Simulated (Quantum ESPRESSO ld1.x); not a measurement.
Values are calculated unless marked as measured or tabulated.
Question: The aim is neutral carbon in [He] 2s2 2p2. This ld1.x (Quantum ESPRESSO 7.5) run was made with `OMP_NUM_THREADS=1 ld1.x < ld1.in > ld1.out`. Can the result be used? Name any fault.

```
 &input
    zed=6.0,
    iswitch=1,
    rel=0,
    lsd=1,
    dft='PZ',
    config='[He] 2s2 2p2 5g1',
    prefix='ld1',
    max_out_wfc=37,
    file_charge='ld1.rho',
 /
```

Output (excerpt):

```
     Program LD1 v.7.5 starts

 %%%%%%%%%%%%%%%%%%%%%%%%%%%%%%%%%%%%%%%%%%%%%%%%%%%%%%%%%%%%%%%%%%%%%%%%%%%%%%
     Error in routine el_config (4):
     l not found:G
 %%%%%%%%%%%%%%%%%%%%%%%%%%%%%%%%%%%%%%%%%%%%%%%%%%%%%%%%%%%%%%%%%%%%%%%%%%%%%%

     stopping ...
```

Answer: No (refused). The line at issue: config='[He] 2s2 2p2 5g1'. The program stops in el_config with "l not found:G": the config string knows s, p, d and f alone. The sound input gives -37.4657 hartree.
